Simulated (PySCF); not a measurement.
**Which orbitals make which state**

Species: C₇H₁₁FO.
Atom-mapped SMILES: `[CH3:1][C:2]1([CH3:3])[CH2:4][C@:5]1([CH3:6])[C:7](=[O:8])[F:9]` (hydrogens: H10, H11, H12 on C1; H13, H14, H15 on C3; H16, H17 on C4; H18, H19, H20 on C6)

Method: TDDFT wB97X-D/def2-SVPD, vertical, gas phase, core orbitals frozen in the response (PySCF). One conformer (not necessarily the lowest) at the PBE0-D3(BJ)/def2-SVP geometry, without solvent, vibrations or thermal averaging. Torsions of this conformer, `[CH3:1][C:2]1([CH3:3])[CH2:4][C@:5]1([CH3:6])[C:7](=[O:8])[F:9]`: C4–C5–C7–O8 -14°.

Orbital energies (eV): HOMO-3 -12.05, HOMO-2 -10.69, HOMO-1 -10.53, HOMO -9.91, LUMO 1.38, LUMO+1 2.10, LUMO+2 2.84.

Among the lowest singlets, which states do these configurations lead, and at what energies: HOMO-3→LUMO, HOMO→LUMO, HOMO→LUMO+1, HOMO-1→LUMO+1, HOMO-2→LUMO, HOMO-1→LUMO?

```tsv
state	leading configuration	weight	Δε (eV)	E (eV)	E − Δε (eV)	f	other configurations
S1	HOMO-2→LUMO	0.76	12.07	6.02	-6.05	0.0074	H→L (14%)
S2	HOMO→LUMO	0.82	11.29	6.97	-4.32	0.177	H-2→L (14%)
S3	HOMO-1→LUMO	0.95	11.91	7.27	-4.63	0.023	–
S4	HOMO→LUMO+1	0.92	12.01	8.11	-3.90	0.043	–
S5	HOMO-1→LUMO+1	0.72	12.63	8.62	-4.00	0.0050	H→L+2 (16%)
S9	HOMO-3→LUMO	0.84	13.43	8.96	-4.46	0.0097	–
```

E − Δε runs from -6.05 to -3.90 eV. By orbital difference alone the order would be S2, S3, S4, S1, S5, S9. Δε is the difference of the two orbital energies.

H and L stand for HOMO and LUMO. The other states: S6 8.79 eV, f 0.013, H-2→L+1 (26%), H→L+3 (19%), H-4→L (10%); S7 8.84 eV, f 0.0024, H-5→L (37%), H-7→L (18%), H-9→L (12%); S8 8.93 eV, f 0.013, H→L+3 (24%), H-2→L+1 (22%), H→L+4 (14%); S10 9.04 eV, f 0.129, H→L+2 (50%), H→L+3 (17%), H-1→L+1 (8%).

Triplets (Tamm–Dancoff): T1 5.49 eV, H-2→L (61%), H→L (29%); T2 5.94 eV, H→L (51%), H-2→L (24%); T3 6.82 eV, H-1→L (65%), H→L (11%), H-4→L (9%); T4 7.17 eV, H-4→L (40%), H-1→L (21%), H-8→L (8%).

Summed over the main configurations (up to three a state, each over 8%) of all 10 singlets, the electron leaves HOMO with weight 3.28, HOMO-1 with weight 1.76, HOMO-2 with weight 1.38 and HOMO-3 with weight 0.84.

All these states lie below the vertical ionisation energy of 9.99 eV (ΔSCF).
